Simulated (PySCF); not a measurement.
CH4BFO2. Atoms are numbered in the order given.

```xyz
9

B     -0.0159     0.0838     0.5047
F     -0.3502    -0.3090     1.7368
O      0.5969     1.2808     0.3174
H      0.7345     1.7522     1.1443
O     -0.3096    -0.7437    -0.5129
C     -0.0037    -0.4334    -1.8481
H      0.6798    -1.1953    -2.2544
H     -0.9276    -0.4484    -2.4470
H      0.4682     0.5562    -1.9442
```
Charge 0, spin multiplicity 1.

Geometry optimised at PBE0-D3(BJ)/def2-SVP. The values are those of a single conformer.

Level of theory: PBE0/pcSseg-1 run with PySCF.

GIAO shieldings, no solvent; atoms alike by connectivity are averaged. δ = σ(ref) − σ: ¹¹B against BF3 (σ = 88.8 ppm); ¹⁹F against CFCl3 (σ = 167.2 ppm); ¹⁷O against H2O (σ = 334.2 ppm); ¹H against TMS (σ = 31.56 ppm); ¹³C against TMS (σ = 186.3 ppm), references at their B3LYP-D3(BJ)/def2-TZVP geometries, non-relativistic.

Computed chemical shifts:
```
nucleus       atoms  count  δ (ppm)
-------  ----------  -----  -------
¹¹B              B1      1      4.7
¹⁹F              F2      1   -140.9
¹⁷O              O3      1     81.4
¹⁷O              O5      1     63.4
¹H       H7, H8, H9      3     4.06
¹H               H4      1     3.34
¹³C              C6      1     54.7
```
